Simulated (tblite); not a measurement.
Species: C₄H₉NSi.
Atom-mapped SMILES: `[CH3:1][C@H:2]([SiH3:3])[CH2:4][C:5]#[N:6]` (hydrogens: H7, H8, H9 on C1; H10 on C2; H11, H12, H13 on Si3; H14, H15 on C4)

Geometry (GFN2-xTB, Å), atoms numbered from 1 in this order:
```xyz
15
C4H9NSi angstrom
C      0.521    1.384   -0.193
C     -0.040   -0.021   -0.399
Si    -1.943   -0.056   -0.209
C      0.621   -1.004    0.581
C      2.033   -1.113    0.321
N      3.150   -1.184    0.084
H      0.090    2.077   -0.912
H      0.294    1.748    0.808
H      1.604    1.393   -0.319
H      0.222   -0.342   -1.414
H     -2.402   -1.431   -0.416
H     -2.286    0.378    1.147
H     -2.531    0.844   -1.198
H      0.182   -2.001    0.484
H      0.481   -0.664    1.611
```

Calculated harmonic vibrations of the isolated species, GFN2-xTB (tblite), most abundant isotopes, no scaling. Against measured fundamentals such values can be off by several per cent, at times by over 20. Modes of hydrogen on silicon can be 10 to 20 % off. One conformer, not necessarily the lowest.

Harmonic wavenumbers (cm⁻¹): 71.6, 112.5, 138.2, 222.8, 228.6, 291.3, 363.1, 387.0, 494.2, 547.6, 557.4, 727.5, 771.0, 781.5, 789.8, 873.4, 929.9, 1001.1, 1017.0, 1085.3, 1117.4, 1176.4, 1225.0, 1292.2, 1318.0, 1422.5, 1430.2, 1504.5, 1510.9, 2261.4, 2262.9, 2292.0, 2408.1, 2922.2, 2947.9, 2960.0, 3009.5, 3017.6, 3034.1.

A = 6486, B = 1440, C = 1254 MHz; mass 99.050 u (most abundant isotopes); point group C1, symmetry number 1.

**Question.** Zero-point energy?

**Answer.** ½Σν̃ = 25252 cm⁻¹ = 72.20 kcal/mol.

**Question.** What is S at 400 K and 1 bar for an ideal gas of classical rigid rotors and harmonic oscillators?

**Answer.** Translation 41.18, rotation 28.58, vibration 29.13: S = 98.9 cal/(mol K).

**Question.** And Cp and H(400 K) − H(0)?

**Answer.** Cp = 39.24 cal/(mol K), of which vibrations give 31.29 (their classical limit is 39 R = 77.5); H(400 K) − H(0) = 9.50 kcal/mol without the zero-point energy, 6.32 from vibrations.

**Question.** Which modes carry the vibrational entropy at 400 K?

**Answer.** 71.6 cm⁻¹: 4.69; 112.5 cm⁻¹: 3.80; 138.2 cm⁻¹: 3.40; 222.8 cm⁻¹: 2.48; 228.6 cm⁻¹: 2.43; 291.3 cm⁻¹: 1.98 cal/(mol K); the other 33 give 10.35 together.

**Question.** How do the functions run with temperature in this model?

**Answer.** 
| T (K) | S (cal/(mol K)) | Cp (cal/(mol K)) | H − H(0) (kcal/mol) | G − H(0) (kcal/mol) | ln q(vib) |
| --- | --- | --- | --- | --- | --- |
| 100 | 63.9 | 15.8 | 1.13 | -5.26 | 0.92 |
| 200 | 77.4 | 24.0 | 3.13 | -12.36 | 2.76 |
| 300 | 88.7 | 32.0 | 5.93 | -20.67 | 4.72 |
| 500 | 108.3 | 45.4 | 13.74 | -40.42 | 8.69 |
| 800 | 132.8 | 58.8 | 29.54 | -76.73 | 14.39 |
| 1000 | 146.6 | 64.7 | 41.92 | -104.70 | 17.92 |

q(vib) and H(0) count from the zero-point level.

**Question.** What must be added to the electronic energy to get the Gibbs energy at 400 K and 1 bar?

**Answer.** ZPE + [H(400 K) − H(0)] − T·S = 72.20 + 9.50 − 39.55 = 42.15 kcal/mol.

**Question.** Blend soft modes into free rotors: weight 1/[1 + (100 cm⁻¹/ν̃)⁴] for the oscillator and the rest for a rotor with moment μB/(μ + B), μ = h/(8π²ν), B = 10⁻⁴⁴ kg m². What vibrational entropy results?

**Answer.** 27.75 cal/(mol K) in place of 29.13, which changes −T·S at 400 K by +0.55 kcal/mol.

Hindered rotation and anharmonicity are outside this model. Other conformers, if any are populated, would add a mixing term that is left out. The structure is chiral; the term R ln 2 for an equal mix with its mirror image is left out.
